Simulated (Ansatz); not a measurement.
These are frozen-core CCSD(T)/def2-TZVPP // TPSS-D3(BJ)/def2-SVP (Ansatz, a first-principles code) values and carry that method's errors.

Ansatz 0.2 input:
```yaml
crystal:
  periodic: [false, false, false]
  atoms:
    - { symbol: Y, position_ang: [-0.00239, -0.081192, 0.009846] }
    - { symbol: F, position_ang: [0.821344, -1.359263, 1.314331] }
    - { symbol: F, position_ang: [-1.996086, 0.046984, -0.149408] }
    - { symbol: F, position_ang: [1.171914, 1.077328, -1.126964] }
basis:
  gaussian: { orbitals: def2-TZVPP }
correlation:
  method: ccsd_t
```

Output:

```
Functional definition: HF
1009 factors; integrals over basis functions are off by at most 6.5e-4 eV
mean field evaluation 1: about -9153.9152 eV, gradient 5.9e1 eV
mean field evaluation 2: about -9153.9728 eV, gradient 5.9e1 eV
mean field evaluation 4: about -9159.5270 eV, gradient 1.6e0 eV
mean field evaluation 8: about -9159.5717 eV, gradient 3.0e-1 eV
mean field evaluation 16: about -9156.4718 eV, gradient 4.9e1 eV
mean field -9159.57218645 eV, -336.6080692711 hartree, gradient 1.9e-6 eV, S^2 0.000000; 0 other end points of the search recorded, 0 dependent functions left out
3 core orbitals not correlated
reference -9159.57218645 eV, -336.6080692711 hartree; 16, 16 occupied and 130, 130 virtual orbitals, 1009 factors
second order -27.56845121 eV of doubles, -0.00000000 eV of singles
cycle   1  -26.75593923 eV  change    8.1e-1 eV  update   1.4e-1
cycle   2  -27.32213509 eV  change   -5.7e-1 eV  update   5.2e-2
cycle   3  -27.46925283 eV  change   -1.5e-1 eV  update   2.1e-2
cycle   4  -27.45573535 eV  change    1.4e-2 eV  update   6.2e-3
cycle   5  -27.44641176 eV  change    9.3e-3 eV  update   1.9e-3
cycle   6  -27.44709268 eV  change   -6.8e-4 eV  update   7.0e-4
cycle   7  -27.44728160 eV  change   -1.9e-4 eV  update   2.1e-4
cycle   8  -27.44710692 eV  change    1.7e-4 eV  update   8.6e-5
cycle   9  -27.44710255 eV  change    4.4e-6 eV  update   2.8e-5
perturbative correction -0.82747935 eV, -0.0304093052 hartree
Total energy: -9187.84676835 eV, -337.6471409905 hartree
```

Cost: very roughly 80 core-seconds.
